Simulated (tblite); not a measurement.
Compound: C2H11NOSi2.
SMILES with atom numbers: `[CH3:1][O:2][C@H:3]([SiH3:4])[SiH2:5][NH2:6]` (hydrogens: H7, H8, H9 on C1; H10 on C3; H11, H12, H13 on Si4; H14, H15 on Si5; H16, H17 on N6)

Computed with GFN2-xTB (tblite), gas phase: L-BFGS steps from a force-field or distance-geometry start until the largest atomic force falls under 0.01 eV/Å.

At the end of the run (lengths in Å): Si4–H13 1.468, Si4–H11 1.461, Si5–H14 1.464, Si5–N6 1.722, C3–Si4 1.903, C1–O2 1.397, C3–Si5 1.909, Si4–C3–Si5 116.0°, O2–C3–Si5 104.3°, O2–C3–Si4 109.4°, C3–Si5–N6 104.4°, C1–O2–C3–Si4 -87°, O2–C3–Si5–N6 -56°, H16–N6–Si5–C3 178°, H10–C3–O2–C1 34°.

Question: These geometries were met on the way; a selection of coordinates is given. Order them by energy above the end point, lowest first.
A. Si4–H13 1.470, Si4–H11 1.466, Si5–H14 1.472, Si5–N6 1.724, C3–Si4 1.902, C1–O2 1.402, C3–Si5 1.917, Si4–C3–Si5 107.5°, O2–C3–Si5 109.7°, O2–C3–Si4 112.3°, C3–Si5–N6 111.3°, C1–O2–C3–Si4 -96°, O2–C3–Si5–N6 -55°, H16–N6–Si5–C3 180°, H10–C3–O2–C1 26°
B. Si4–H13 1.428, Si4–H11 1.437, Si5–H14 1.453, Si5–N6 1.727, C3–Si4 1.922, C1–O2 1.405, C3–Si5 1.924, Si4–C3–Si5 104.8°, O2–C3–Si5 112.0°, O2–C3–Si4 114.1°, C3–Si5–N6 110.1°, C1–O2–C3–Si4 -97°, O2–C3–Si5–N6 -54°, H16–N6–Si5–C3 174°, H10–C3–O2–C1 26°
C. Si4–H13 1.492, Si4–H11 1.495, Si5–H14 1.490, Si5–N6 1.701, C3–Si4 1.896, C1–O2 1.413, C3–Si5 1.896, Si4–C3–Si5 101.5°, O2–C3–Si5 114.7°, O2–C3–Si4 116.9°, C3–Si5–N6 110.2°, C1–O2–C3–Si4 -98°, O2–C3–Si5–N6 -54°, H16–N6–Si5–C3 168°, H10–C3–O2–C1 24°
D. Si4–H13 1.465, Si4–H11 1.462, Si5–H14 1.460, Si5–N6 1.720, C3–Si4 1.922, C1–O2 1.398, C3–Si5 1.915, Si4–C3–Si5 111.6°, O2–C3–Si5 107.3°, O2–C3–Si4 110.1°, C3–Si5–N6 107.7°, C1–O2–C3–Si4 -91°, O2–C3–Si5–N6 -56°, H16–N6–Si5–C3 -174°, H10–C3–O2–C1 30°
E. Si4–H13 1.455, Si4–H11 1.455, Si5–H14 1.467, Si5–N6 1.721, C3–Si4 1.901, C1–O2 1.399, C3–Si5 1.911, Si4–C3–Si5 108.7°, O2–C3–Si5 108.6°, O2–C3–Si4 112.6°, C3–Si5–N6 110.9°, C1–O2–C3–Si4 -94°, O2–C3–Si5–N6 -55°, H16–N6–Si5–C3 -175°, H10–C3–O2–C1 29°

Answer: D (0.038 eV), E (0.077 eV), A (0.129 eV), B (0.226 eV), C (0.423 eV).

```csv
step,E above end (eV),"rms distance from the end, all atoms (Å)",largest force (eV/Å),rms shift of all bonds from the end (Å)
21,0.038,0.130,0.267,0.006
14,0.077,0.195,0.224,0.004
7,0.129,0.233,0.263,0.004
4,0.226,0.256,0.828,0.014
0,0.423,0.279,1.373,0.015
```

Rows stand in the order of the answer.
